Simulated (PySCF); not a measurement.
## SnOBr₂: from structure and modes to constants

Computed with PBE/[Sn def2-SVP with ECP28, O def2-SVP, Br def2-SVP], scalar-relativistic core potentials, density fitting, no spin–orbit coupling, PySCF.

The singlet minimum has C2v symmetry. Masses (u): Sn 119.90220, O 15.99492, Br 78.91834.

```xyz
4
charge 0 multiplicity 1, angstrom
Sn    0.0000    0.0000    0.7143
O     0.0000    0.0000    2.5750
Br    1.9905    0.0000   -0.8032
Br   -1.9905    0.0000   -0.8032
```

Harmonic wavenumbers (cm⁻¹): 73.3 (a1, ×1), 103.1 (b1, ×1), 125.5 (b2, ×1), 234.0 (a1, ×1), 256.8 (b2, ×1), 784.3 (a1, ×1).

(1) Find the principal moments of inertia and the rotational constants. What kind of rotor is it?

(2) What is the harmonic zero-point energy?

(3) Find the vibrational entropy and heat capacity at 298.15 K.

(4) Give the standard entropy (298.15 K, 1 bar) by its translational, rotational, vibrational and spin parts, and Cp.

## Answers

(1) About the centre of mass I = 269.05, 625.39, 894.43 u Å². With B = 16.8576/I this gives 0.06266, 0.02696, 0.01885 cm⁻¹. The molecule is an asymmetric top with κ = -0.63.

(2) Half the sum of all 6 wavenumbers, 1577/2 = 788 cm⁻¹, which is 9.4 kJ/mol (1 cm⁻¹ = 0.0119627 kJ/mol).

(3) With u = 1.43878 ω/T, each mode gives S = R[u/(eᵘ−1) − ln(1−e⁻ᵘ)] and C = R u² eᵘ/(eᵘ−1)².
```csv
ω (cm⁻¹),u,S (J/(mol K)),C (J/(mol K))
73.3,0.354,17.00,8.23
103.1,0.498,14.20,8.15
125.5,0.606,12.61,8.06
234.0,1.129,7.73,7.48
256.8,1.239,7.04,7.33
784.3,3.785,0.92,2.83
```
The sums over all modes are S = 59.5 and C = 42.1 J/(mol K); the softest mode gives 29 % of the entropy.

(4) Sackur–Tetrode with M = 293.73 u gives 179.7; rotation with symmetry number 2 gives 121.0; vibration 59.5; spin R ln 1 = 0.0. The total is 360.3 J/(mol K), and Cp = 4 R + 42.1 = 75.3 J/(mol K).

This need not be the most stable arrangement of these atoms.
